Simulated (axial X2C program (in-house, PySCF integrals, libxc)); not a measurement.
**HfO: cheaper levels and CCSD(T), with spin–orbit coupling**

Computed with an axial X2C code built on PySCF integrals. Two-component (2c) means X2C with spin–orbit coupling and atomic mean-field two-electron Coulomb and Gaunt terms. Basis: Hf dyall-cv3z [13s14p9d7f4g], O dyall-av3z [7s6p3d2f] (cores contracted in-house); Gaussian nuclei, density fitting, unrestricted open shells. Masses: Hf 179.947 u, O 15.995 u.

State: Ω = 0 (closed shell); fragments Hf + O.

```csv
level,Re (Å),ωe (cm⁻¹)
PBE0,1.711,1010.7
HF,1.706,1049.7
MP2,1.748,939.7
r2SCAN,1.715,997.6
```

Correlated methods: 10 electrons correlated (number of frozen shells: Hf 5 s, 4 p, 2 d, 1 f; O 1 s), 316 virtual spin orbitals or spinors in MP2, 90 natural virtuals in coupled cluster.

CCSD(T), same Hamiltonian and basis:

Re = 1.745 Å, ωe = 950.1 cm⁻¹, De = 8.25 eV; T1 = 0.029 (Lee–Taylor normalisation).

(1) Give the differences from CCSD(T) in the columns below.

Occupations by symmetry block were frozen at the best pattern of an incomplete PBE0 search. Closed shells are restricted here (equal orbitals for both partners); the stretched side of such a curve lies too high. De is counted from the lowest determinant-based energies of the atoms at the same level, without counterpoise correction. De is not given where an atomic determinant may have missed its ground term or J level, or where the truncated virtual space spoils (T). CCSD and (T) use frozen natural virtuals with an MP2 correction for the truncation; (T) itself is uncorrected, so its De runs slightly low. The functionals have no current-density term, which raises determinants with orbital currents, atoms included. The outer-core s and p shells of the metal are frozen in the correlated rows, which leaves out core–valence correlation; for alkali and alkaline-earth bonds that tends to lengthen them. The T1 diagnostic is large, a sign of multireference character. With the outer-core shells frozen, correlated bond lengths of heavy atoms tend to come out a few hundredths of an ångström too long.

Answers

(1) 

```csv
level,ΔRe (Å),Δωe (cm⁻¹)
PBE0,-0.034,61
HF,-0.039,100
MP2,0.003,-10
r2SCAN,-0.030,48
```
